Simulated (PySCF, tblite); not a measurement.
Isomers of C7H13NSi. Computed values, GFN2-xTB/tblite, gas phase, harmonic and unscaled. Errors from tens to a few hundred cm⁻¹ against measured bands are possible. Modes of hydrogen on silicon can be 10 to 20 % off. One conformer each.

Electronic energies: PBE0/pcSseg-1 single points on the GFN2-xTB geometries (PySCF, gas phase).

```tsv
SMILES	electronic energy, lowest = 0 (kJ/mol)
C=C1CC/C1=C\C[SiH2]N	27.7
C=C(C)/C=N/[SiH2]C(=C)C	37.3
CC#C[C@@H]1C[Si@H]1N(C)C	169.8
C=C(C)/C=N\[SiH2]C(=C)C	68.2
C#C[C@@H]1C[Si@@H](N)C[C@H]1C	0.0
```

Q: How do GFN2-xTB zero-point energies change the relative energies?

A: 
```csv
SMILES,ZPE (kJ/mol),of it from modes above 1550 cm⁻¹,electronic (kJ/mol),"with ZPE, lowest = 0 (kJ/mol)",lowest mode (cm⁻¹),rings
C#C[C@@H]1C[Si@@H](N)C[C@H]1C,475.4,249.4,0.0,0.0,59,1
C=C1CC/C1=C\C[SiH2]N,465.9,251.7,27.7,18.1,44,1
C=C(C)/C=N/[SiH2]C(=C)C,459.0,256.1,37.3,20.9,21,0
C=C(C)/C=N\[SiH2]C(=C)C,460.5,256.3,68.2,53.3,32,0
CC#C[C@@H]1C[Si@H]1N(C)C,469.1,242.6,169.8,163.5,9,1
```

The zero-point energies span 16.4 kJ/mol, from `C=C(C)/C=N/[SiH2]C(=C)C` to `C#C[C@@H]1C[Si@@H](N)C[C@H]1C`. The order is unchanged.

Q: And how do the electronic energies of GFN2-xTB itself compare?

A: `C#C[C@@H]1C[Si@@H](N)C[C@H]1C` 12.7; `C=C1CC/C1=C\C[SiH2]N` 0.0; `C=C(C)/C=N/[SiH2]C(=C)C` 38.2; `C=C(C)/C=N\[SiH2]C(=C)C` 42.8; `CC#C[C@@H]1C[Si@H]1N(C)C` 131.7 kJ/mol, lowest = 0. Against the energies above, taken from the same isomer `C#C[C@@H]1C[Si@@H](N)C[C@H]1C`, the largest difference is 50.8 kJ/mol.

Q: What do entropy and thermal enthalpy add at 298.15 K and 1 bar (rigid rotor, harmonic oscillator, one conformer each)?

A: 
```json
{"SMILES": "C#C[C@@H]1C[Si@@H](N)C[C@H]1C", "point group": "C1", "symmetry number": "1", "S (J/(mol K))": "426.9", "H − H(0) (kJ/mol)": "32.08", "ZPE + H − H(0) − TS (kJ/mol)": "380.2"}
{"SMILES": "C=C1CC/C1=C\\C[SiH2]N", "point group": "C1", "symmetry number": "1", "S (J/(mol K))": "440.6", "H − H(0) (kJ/mol)": "32.44", "ZPE + H − H(0) − TS (kJ/mol)": "366.9"}
{"SMILES": "C=C(C)/C=N\\[SiH2]C(=C)C", "point group": "C1", "symmetry number": "1", "S (J/(mol K))": "465.2", "H − H(0) (kJ/mol)": "35.08", "ZPE + H − H(0) − TS (kJ/mol)": "356.9"}
```

Not tabulated: `C=C(C)/C=N/[SiH2]C(=C)C` (lowest mode only 21 cm⁻¹); `CC#C[C@@H]1C[Si@H]1N(C)C` (lowest mode only 9 cm⁻¹).
